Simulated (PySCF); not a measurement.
These are CAM-B3LYP-D3(BJ)/def2-TZVP run with PySCF values and carry that method's errors. Gas-phase values, no solvent. Delta-SCF ions had no search for a lower state. Excitations are Tamm–Dancoff values on a coarser integration grid. The basis has no diffuse functions, so Rydberg states are missing or too high.

Reference species (SMILES): `[SiH](/F)=[SiH]\Cl` (neutral, multiplicity 1).

```json
{
  "HOMO": "-7.43 eV",
  "brightest of the four lowest singlets (TDA)": "4.09 eV",
  "vertical ionisation energy (Delta-SCF)": "8.28 eV",
  "LUMO": "-1.75 eV"
}
```

Changed species: `F[Si](=[SiH2])Cl`.

Question: Predict the effect on the HOMO, brightest of the four lowest singlets (TDA), vertical ionisation energy (Delta-SCF) and LUMO.

Answer: the HOMO decreases by 0.28 eV, to -7.71 eV; the brightest of the four lowest singlets (TDA) increases by 0.07 eV, to 4.16 eV; the vertical ionisation energy (Delta-SCF) goes up by 0.24 eV, to 8.52 eV; the LUMO increases by 0.10 eV, to -1.65 eV.
